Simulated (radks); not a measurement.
Question: Sm V, 58 electrons, occupied as [Xe] 4f4 (the NIST ground configuration). Method: scalar-relativistic Kohn-Sham, BLYP, spin-polarised, spherical densities, finite nucleus; open shells are filled with parallel spins first (spin-orbit coupling, left out, can overturn this in heavy ions); Fermi nuclear charge, rms radius 5.0819 fm; computed with a radial shooting solver on a logarithmic mesh with Libxc functionals. Some entries of the table are withheld. Estimate them.

orbital,occ.,eigenvalue (eV),r(max) (bohr),<r^2> (bohr^2)
1s down,1,-46729.19,0.01449,0.0007049
1s up,1,-46729.19,0.01449,0.0007049
2s up,1,-7680.154,0.08216,0.01111
2s down,1,-7680.127,0.08216,0.01111
2p up,3,-6857.368,0.06635,0.008917
2p down,3,-6857.350,0.06635,0.008917
3s up,1,-1725.598,0.2337,0.07433
3s down,1,-1724.110,0.2337,0.07425
3p up,3,-1468.366,0.2291,0.07443
3p down,3,-1466.887,0.2290,0.07433
3d up,5,-1119.596,0.1878,0.06284
3d down,5,-1118.452,0.1877,0.06271
4s up,1,-386.1924,0.5386,0.3758
4s down,1,-382.5034,0.5385,0.3759
4p up,3,-301.2721,0.5617,0.4230
4p down,3,-297.6170,0.5615,0.4233
4d up,5,(1),0.5848,0.5089
4d down,5,(2),0.5846,0.5106
5s up,1,-87.6440,1.223,(3)
5s down,1,-85.8912,1.232,(4)
5p up,3,-65.2745,1.364,(5)
5p down,3,-63.9538,1.376,(6)
4f up,4,-52.9990,0.5938,0.8824
4f down,0,-49.7707,0.5955,0.9260

Answer: 
(1) 4d up eigenvalue (eV): -181.9911
(2) 4d down eigenvalue (eV): -178.4066
(3) 5s up <r^2> (bohr^2): 2.002
(4) 5s down <r^2> (bohr^2): 2.040
(5) 5p up <r^2> (bohr^2): 2.589
(6) 5p down <r^2> (bohr^2): 2.649
